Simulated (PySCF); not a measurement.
# Structure elucidation problem

An unknown has the formula C6H19NSi2. Its calculated NMR data are:

¹H NMR (400 MHz, computed): δ 0.09 (s, 18H), -0.18 (br s, 1H).

¹³C{¹H} NMR (computed): δ 2.9 (CH3).

All values are calculated (PySCF 2.14.0 with density-fitted response routines): PBE0-D3(BJ)/def2-SVP structure, σ from GIAO-KT2/pcSseg-1. Fast rotation and ring inversion assumed for equivalent nuclei, one conformer, gas phase, no relativistic terms.

Scale: ¹H (σref 31.18), ¹³C (σref 183.22) against TMS (reference shieldings calculated alike).

Q: What is the structure?

A: 
- Rings plus π bonds: 0.
- 1 carbon signal for 6 carbons: some carbons are equivalent by symmetry or fast rotation.
- Carbon types of the structure: 6 × CH3, leaving 1 H on heteroatoms.
- δC 2.9: methyl carbon bonded to Si; an electropositive neighbour leaves it electron-rich and shielded.
- δH 0.09: hydrogen on a methyl carbon bonded to Si; an electropositive neighbour shields it, as in TMS itself.
- δH -0.18: hydrogen on a nitrogen bonded to 2 Si; exchangeable, gas-phase position.

These data were computed for SMILES C[Si](C)(C)N[Si](C)(C)C.

The data come from this structure; uniqueness wasn't tested.

OH and NH positions are those of a molecule without intermolecular hydrogen bonds; in solution they move with solvent, concentration and temperature, and exchange usually removes their couplings. Shifts are as computed. Against solution values, carbons near 30 ppm lie about +2 ppm off and those near 130 ppm about -5 ppm. Of 1211 compounds with measured shifts, 218 miss one by over three times the rms of a fit or turn the order of signals round; such compounds aren't used in these exercises.
